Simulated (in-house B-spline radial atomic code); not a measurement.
## Binding energies in Eu2+

NIST's tabulated ground configuration is [Xe] 4f7; each binding energy is the energy of the ion with one electron taken from that subshell, relaxed, less that of the parent. Level of theory: Dirac-Hartree-Fock, average of configuration, Fermi nucleus of rms radius 5.1115 fm; calculated with a radial B-spline atomic code at the basis-set limit. Energies include first-order Breit, QED and recoil terms.

```csv
subshell,X-ray name,binding energy (eV),-ε (eV),relaxation (eV)
1s,K,48535.5,48817.8,77.4
2s,L1,8075.9,8143.9,44.5
2p1/2,L2,7635.8,7707.2,48.5
2p3/2,L3,6995.4,7057.4,46.4
3s,M1,1824.1,1852.3,23.7
3p1/2,M2,1635,1663.5,24.4
3p3/2,M3,1502.2,1528.3,23.5
3d3/2,M4,1179,1205.9,25.6
3d5/2,M5,1150.8,1176.9,25.2
4s,N1,390.4,401.1,9.8
4p1/2,N2,316.1,326.3,9.4
4p3/2,N3,287,296.2,8.8
4d3/2,N4,163.5,171.7,8.0
4d5/2,N5,158.3,166.2,7.8
5s,O1,66.82,68.27,1.31
5p1/2,O2,44.56,45.72,1.07
5p3/2,O3,40.7,41.65,0.91
4f,"N6,7",20.05,24.96,5.02
```

Relaxation = -ε minus the binding energy without Breit, QED and recoil terms.

Emission lines follow as differences of binding energies, with λ = 12398.42 eV·Å / E:

| line | holes | energy (eV) | wavelength (Å) |
| --- | --- | --- | --- |
| K-L3 | 1s → 2p3/2 | 41540.1 | 0.29847 |
| K-L2 | 1s → 2p1/2 | 40899.7 | 0.30314 |
| K-M3 | 1s → 3p3/2 | 47033.3 | 0.26361 |
| L3-M5 | 2p3/2 → 3d5/2 | 5844.6 | 2.1213 |
| L2-M4 | 2p1/2 → 3d3/2 | 6456.8 | 1.9202 |
| L1-M3 | 2s → 3p3/2 | 6573.7 | 1.8861 |
| L3-M1 | 2p3/2 → 3s | 5171.3 | 2.3975 |
| L2-N4 | 2p1/2 → 4d3/2 | 7472.3 | 1.6593 |

Q: What screening constant σ does Moseley's law, E = (3/4)·13.6057 eV·(Z - σ)², need for K-L3?

A: σ = -0.80.

Moseley's non-relativistic formula needs a falling, then negative, screening constant for heavy elements, because relativity binds the 1s electron more strongly than the formula allows.
